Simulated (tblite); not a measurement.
Isomers of C4H9FS2Si. Method: GFN2-xTB as coded in tblite; computed harmonic values from a numerical Hessian at the method's own geometry, unscaled. Errors from tens to a few hundred cm⁻¹ against measured bands are possible. Modes of hydrogen on silicon can be 10 to 20 % off. One conformer each.

Electronic energies: GFN2-xTB at the same geometries; isomer energies are rough at this level and their order can be wrong.

```csv
SMILES,"electronic energy, lowest = 0 (kcal/mol)"
F[C@@H]1CSC[SiH2]SC1,64.0
CS[C@H]([SiH2]F)C(C)=S,49.7
CC[C@@H]1CS[Si@@H](F)S1,0.0
CC[Si]1(F)SCCS1,12.4
```

How do GFN2-xTB zero-point energies change the relative energies?

```csv
SMILES,ZPE (kcal/mol),of it from modes above 1550 cm⁻¹,electronic (kcal/mol),"with ZPE, lowest = 0 (kcal/mol)",lowest mode (cm⁻¹),rings
CC[C@@H]1CS[Si@@H](F)S1,79.0,37.8,0.0,0.0,52,1
CC[Si]1(F)SCCS1,79.7,38.7,12.4,13.1,36,1
CS[C@H]([SiH2]F)C(C)=S,74.0,37.0,49.7,44.7,40,0
F[C@@H]1CSC[SiH2]SC1,76.0,36.5,64.0,61.1,74,1
```

The zero-point energies span 5.7 kcal/mol, from `CS[C@H]([SiH2]F)C(C)=S` to `CC[Si]1(F)SCCS1`. The order is unchanged.

What do entropy and thermal enthalpy add at 298.15 K and 1 bar (rigid rotor, harmonic oscillator, one conformer each)?

| SMILES | point group | symmetry number | S (cal/(mol K)) | H − H(0) (kcal/mol) | ZPE + H − H(0) − TS (kcal/mol) |
| --- | --- | --- | --- | --- | --- |
| CC[C@@H]1CS[Si@@H](F)S1 | C1 | 1 | 99.6 | 6.96 | 56.2 |
| CC[Si]1(F)SCCS1 | C1 | 1 | 103.7 | 7.28 | 56.1 |
| CS[C@H]([SiH2]F)C(C)=S | C1 | 1 | 111.1 | 8.15 | 49.0 |
| F[C@@H]1CSC[SiH2]SC1 | C1 | 1 | 97.2 | 6.75 | 53.8 |
